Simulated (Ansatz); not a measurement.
```yaml
crystal:
  periodic: [false, false, false]
  atoms:
    - {symbol: Ga, position_ang: [-3.067194, 0.897889, 0.071090]}
    - {symbol: Ga, position_ang: [0.800973, -2.837306, 0.103479]}
    - {symbol: Ga, position_ang: [-1.573668, -1.281073, -0.840699]}
    - {symbol: Ga, position_ang: [0.679420, -0.682380, 2.973899]}
    - {symbol: Ga, position_ang: [1.287237, 1.570806, -0.832573]}
    - {symbol: Ga, position_ang: [-0.882058, 3.074016, 0.086334]}
    - {symbol: Ga, position_ang: [2.830639, -0.815008, 0.101676]}
    - {symbol: P, position_ang: [-3.670195, -0.534570, -1.457944]}
    - {symbol: P, position_ang: [-1.695143, 1.694065, 1.762380]}
    - {symbol: P, position_ang: [-0.645530, -3.272429, -1.469009]}
    - {symbol: P, position_ang: [2.356679, -2.367375, 1.695716]}
    - {symbol: P, position_ang: [0.558173, 3.677534, -1.435153]}
    - {symbol: P, position_ang: [3.269042, 0.629575, -1.471672]}
    - {symbol: P, position_ang: [-0.248364, 0.246255, 0.712475]}
basis:
  gaussian: {orbitals: def2-mTZVP, fitting: {mean_field: def2-universal-jkfit}}
hamiltonian: {xc: {name: wB97M-V}}
scf: {lower_state_search: off}
output: {forces: true}
```

```sh
$ ansatz run in.yaml --threads 2 --pin off --events-out ev --progress --plain --max-ram 22528MiB --backend cuda --devices 0, --max-vram 18GiB
```

Shortened log:

```
Functional definition: wB97M-V
2758 factors; integrals over basis functions are off by at most 3.4e-2 eV
2758 factors; integrals over basis functions are off by at most 4.1e-7 eV
mean field evaluation 1: about -431643.8922 eV, gradient 6.4e1 eV
mean field evaluation 2: about -431636.2867 eV, gradient 9.0e1 eV
mean field evaluation 4: about -431652.4580 eV, gradient 5.1e0 eV
mean field evaluation 8: about -431652.5554 eV, gradient 2.9e-1 eV
mean field evaluation 16: about -431652.5560 eV, gradient 5.9e-4 eV
mean field -431652.55596218 eV, -15862.9388469990 hartree, gradient 5.4e-6 eV, S^2 0.000000; 0 other end points of the search recorded, 0 dependent functions left out
reference -431652.55602583 eV, -15862.9388493383 hartree; 161, 161 occupied and 245, 245 virtual orbitals, 2758 factors
Total energy: -431652.55602583 eV, -15862.9388493383 hartree
Atom 0 at    -3.067194     0.897889     0.071090 Å, force    -0.034700    -0.317795    -0.071080 eV/Å
Atom 1 at     0.800973    -2.837306     0.103479 Å, force    -0.153877    -0.227316    -0.053428 eV/Å
Atom 2 at    -1.573668    -1.281073    -0.840699 Å, force    -0.053639    -0.161725    -0.151139 eV/Å
Atom 3 at     0.679420    -0.682380     2.973899 Å, force     0.082876    -0.083298     0.047518 eV/Å
Atom 4 at     1.287237     1.570806    -0.832573 Å, force     0.161879     0.051617    -0.152085 eV/Å
Atom 5 at    -0.882058     3.074016     0.086334 Å, force     0.318818     0.033848    -0.073253 eV/Å
Atom 6 at     2.830639    -0.815008     0.101676 Å, force     0.229277     0.153953    -0.055866 eV/Å
Atom 7 at    -3.670195    -0.534570    -1.457944 Å, force     0.349677     0.312294     0.443335 eV/Å
Atom 8 at    -1.695143     1.694065     1.762380 Å, force    -0.093787     0.094930    -0.598906 eV/Å
Atom 9 at    -0.645530    -3.272429    -1.469009 Å, force     0.203233     0.326921     0.407947 eV/Å
Atom 10 at     2.356679    -2.367375     1.695716 Å, force    -0.167621     0.165748    -0.496081 eV/Å
Atom 11 at     0.558173     3.677534    -1.435153 Å, force    -0.317070    -0.349641     0.440675 eV/Å
Atom 12 at     3.269042     0.629575    -1.471672 Å, force    -0.325882    -0.201678     0.410517 eV/Å
Atom 13 at    -0.248364     0.246255     0.712475 Å, force    -0.199183     0.202141    -0.098155 eV/Å
Dipole moment:    -0.352724     0.352873     1.088075 e Å
Checks for a lower state left out: stability, starts, cluster_reference, orbital_swaps, neighbouring_geometries, increment
```

Hardware: 2 threads of AMD EPYC 7R13 on a shared host and a share (18 GiB) of an NVIDIA H100 80GB HBM3. Wall time 10 s, peak host memory 2 GiB.
